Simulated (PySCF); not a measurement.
**Telling isomers of C$_{7}$H$_{12}$BN apart by NMR**

Level of theory: PBE0-D3(BJ)/def2-SVP structure, NMR shieldings at PBE0/pcSseg-1/GIAO, in PySCF (averaged over atoms made equivalent by symmetry, fast rotation or ring inversion, no solvent, non-relativistic Hamiltonian, a single conformation).

δ = σ(ref) − σ, references computed at the same level: $^{1}$H and $^{13}$C vs TMS. Where no couplings were computed, multiplicities follow the n + 1 count of equivalent neighbours, and m marks all less simple cases (inequivalent or close neighbours, rings, F or P nearby). Couplings to H on boron are left out. Carbons bonded to boron are broad in practice. Shifts are as computed. Against solution values, carbons near 30 ppm lie about +2 ppm off and those near 130 ppm about +5 ppm. Of 1309 compounds with measured shifts, 239 miss one by over three times the rms of a fit or turn the order of signals round; such compounds aren't used in these exercises. OH and NH positions are gas-phase values without hydrogen bonding to other molecules.

(1) Tabulate the signals of `C[NH2+][BH2-]c1ccccc1`, `C[C@@H]1CCCCB1C#N`, `CC(C)N1BC=CC=C1` and their relative energies.

(2) What is the quickest way to tell C[C@@H]1CCCCB1C#N from CC(C)N1BC=CC=C1?

(3) What is the quickest way to tell C[NH2+][BH2-]c1ccccc1 from CC(C)N1BC=CC=C1?

(4) What is the quickest way to tell C[NH2+][BH2-]c1ccccc1 from C[C@@H]1CCCCB1C#N?

Results:

(1) 
```json
{"SMILES": "C[NH2+][BH2-]c1ccccc1", "carbon types": "1×C 5×CH 1×CH3", "δC": "155.4, 141.8, 133.1, 131.5, 31.1", "δH": "7.61 (d, 2H), 7.36 (m, 2H), 7.27 (m, 1H), 2.89 (br, 2H), 2.56 (br s, 2H), 2.17 (s, 3H)", "E rel. (kcal/mol)": "18.6"}
{"SMILES": "C[C@@H]1CCCCB1C#N", "carbon types": "1×C 1×CH 4×CH2 1×CH3", "δC": "131.2, 39.1, 34.1, 30.0, 29.2, 24.9, 18.6", "δH": "1.94 (m, 1H), 1.84 (m, 1H), 1.82 (m, 1H), 1.82 (m, 1H), 1.40 (m, 1H), 1.34 (d, 3H), 1.28 (m, 1H), 1.15 (m, 1H), 0.80 (m, 1H), 0.47 (m, 1H)", "E rel. (kcal/mol)": "18.7"}
{"SMILES": "CC(C)N1BC=CC=C1", "carbon types": "5×CH 2×CH3", "δC": "149.5, 139.2, 138.8, 117.4, 59.2, 25.7", "δH": "7.71 (m, 1H), 7.35 (d, 1H), 7.21 (m, 1H), 6.56 (m, 1H), 5.39 (br, 1H), 4.09 (sept, 1H), 1.37 (d, 6H)", "E rel. (kcal/mol)": "0.0"}
```

Energies are electronic energies at PBE0/pcSseg-1 on these geometries, without zero-point or thermal terms, each for the one conformer computed, which needn't be the lowest.

(2) Count the carbon signals: 7 against 6. The first has a nitrile carbon (C) at 131.2 ppm, the second an alkene CH at 149.5 ppm. In the proton spectra the most deshielded non-exchanging signals are 1.94 (m, 1H) and 7.71 (m, 1H).

(3) Count the carbon signals: 5 against 6. The first has a substituted aromatic carbon (C) at 155.4 ppm, the second an sp3 CH bonded to N at 59.2 ppm. Their most deshielded carbons lie at 155.4 and 149.5 ppm.

(4) Count the carbon signals: 5 against 7. The first has an aromatic CH at 141.8 ppm, the second an sp3 CH bonded to B at 39.1 ppm. Their most deshielded carbons lie at 155.4 and 131.2 ppm. In the proton spectra the most deshielded non-exchanging signals are 7.61 (d, 2H) and 1.94 (m, 1H).
